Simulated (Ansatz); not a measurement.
C2H2F2Te: where a starting geometry ends

The starting geometry of this gas-phase singlet was optimised with GFN2-xTB; its bonds are those of `FC1(F)C[Te]1`.

```csv
atom,x (Å),y (Å),z (Å)
C,-0.5596,3.6637,-1.0061
C,-0.9237,3.0125,0.2348
F,-1.1573,3.3002,-2.1469
F,0.7259,3.9204,-1.2714
Te,-1.6184,5.0823,0.2540
H,-0.1170,2.7861,0.9108
H,-1.6965,2.2651,0.1725
```

Problem. Predict what becomes of its bonds when it is optimised with BLYP-D3(BJ)/def2-SVP.

Solution. It keeps its bonds, and is `FC1(F)C[Te]1`.

The energy falls by 0.12 eV over 6 steps:

| step | E − E(last) (eV) |
| --- | --- |
| 1 | 0.119 |
| 2 | 0.010 |
| 3 | 0.001 |
| 4 | 0.000 |
| 5 | 0.000 |
| 6 | 0.000 |

Final geometry (Å):

```xyz
7

C    -0.5494    3.6644   -1.0311
C    -0.9114    2.9935    0.2205
F    -1.1598    3.2809   -2.1699
F     0.7521    3.9124   -1.2786
Te   -1.6557    5.1338    0.3005
H    -0.0977    2.7913    0.9325
H    -1.7245    2.2541    0.1738
```

Frequencies at the end are all real (lowest 205 cm⁻¹). Atoms past krypton carry core potentials, without spin–orbit terms. Run with Ansatz 0.2.0, 33 s on 1 thread of AMD EPYC (Zen 3), on a shared host.
